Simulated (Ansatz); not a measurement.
In₃Sb₂⁺, 5 atoms. Hardware: 4 threads of Arm Neoverse V1 on a shared host.

In the def2 sets In, Sb take a core potential; there is no spin–orbit coupling. Correlated methods freeze 20 core orbitals; core or outer-core shells of In, Sb are correlated, in sets that lack core-valence functions.

Q: How many basis functions does each of these Ansatz runs have, and roughly what does it cost? MP2/def2-TZVP, charge 1 singlet, energy, from earlier orbitals; PBE0-D4/def2-TZVP, charge 1 singlet, energy, from earlier orbitals; CCSD(T)/def2-SVP, charge 1 singlet, energy, from earlier orbitals; PBE-D4/def2-TZVP, charge 1 singlet, energy and forces, from earlier orbitals; r2SCAN-D4/def2-SVP, charge 1 singlet, relaxation, 5 steps; PBE-QIDH/def2-TZVP, charge 1 singlet, energy, from earlier orbitals; r2SCAN-D4/def2-TZVP, charge 1 singlet, energy, from earlier orbitals; revPBE-D4/def2-TZVP, charge 1 singlet, energy, from earlier orbitals; B3LYP-D4/def2-TZVP, charge 1 singlet, energy, from earlier orbitals; PBE0-D4/def2-SVP, charge 1 singlet, energy, from earlier orbitals; PBE-D4/def2-SVP, charge 1 singlet, energy, from earlier orbitals.

A: Other jobs shared the machine, so times can vary by a factor of up to 3. A dash marks memory too small to be measured apart from the calling script's.

```
                                                                         run  functions  fitting or Cholesky vectors  wall time  peak host memory (GiB)
            PBE-D4/def2-SVP, charge 1 singlet, energy, from earlier orbitals        130                         1580        2 s                       –
           PBE0-D4/def2-SVP, charge 1 singlet, energy, from earlier orbitals        130                         1685      3.7 s                       –
        revPBE-D4/def2-TZVP, charge 1 singlet, energy, from earlier orbitals        250                         1930      4.7 s                       –
PBE-D4/def2-TZVP, charge 1 singlet, energy and forces, from earlier orbitals        250                         1930      5.5 s                       –
        r2SCAN-D4/def2-TZVP, charge 1 singlet, energy, from earlier orbitals        250                         1930       11 s                       –
         B3LYP-D4/def2-TZVP, charge 1 singlet, energy, from earlier orbitals        250                         2267       11 s                     1.3
          PBE0-D4/def2-TZVP, charge 1 singlet, energy, from earlier orbitals        250                         2325       12 s                     1.3
              MP2/def2-TZVP, charge 1 singlet, energy, from earlier orbitals        250                         2407       14 s                     1.1
         PBE-QIDH/def2-TZVP, charge 1 singlet, energy, from earlier orbitals        250                         2407       17 s                     1.1
                   r2SCAN-D4/def2-SVP, charge 1 singlet, relaxation, 5 steps        130                         1580       18 s                       –
           CCSD(T)/def2-SVP, charge 1 singlet, energy, from earlier orbitals        130                         1685       60 s                     1.1
```
